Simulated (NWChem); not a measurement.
System: TlCl; SMILES [Cl][Tl]

The following NWChem deck was run.

```
start job
memory heap 200 mb stack 700 mb global 900 mb
geometry units angstroms noautosym nocenter noautoz
  Tl     0.000000     0.000000    -0.422017
  Cl     0.000000     0.000000     2.114478
end
basis spherical
  Tl library def2-svpd
  Cl library def2-svpd
end
ecp
  Tl library def2-ecp
end
dft
  xc hfexch
  iterations 150
  vectors input atomic output neutral.movecs
end
task dft energy
charge 1
dft
  odft
  mult 2
  vectors input atomic output cation.movecs
end
task dft energy
charge -1
dft
  odft
  mult 2
  vectors input atomic output anion.movecs
end
task dft energy
```

Structure relaxed at the PBE-D3(BJ)/def2-SVP level. def2 effective core potentials on Tl; no spin-orbit coupling.

Ions are spin-unrestricted doublets at the neutral geometry; other ion states weren't tried.

Task: What results follow from this input? (Hartree-Fock/def2-SVPD with def2 effective core potentials on Tl, vertical spin-unrestricted ions.) Quantities: vertical ionisation energy, ΔSCF (eV); −ε(HOMO) (eV).

Result: 
```
Quantity                               Value
-------------------------------------  -----
vertical ionisation energy, ΔSCF (eV)   8.80
−ε(HOMO) (eV)                           9.84
```
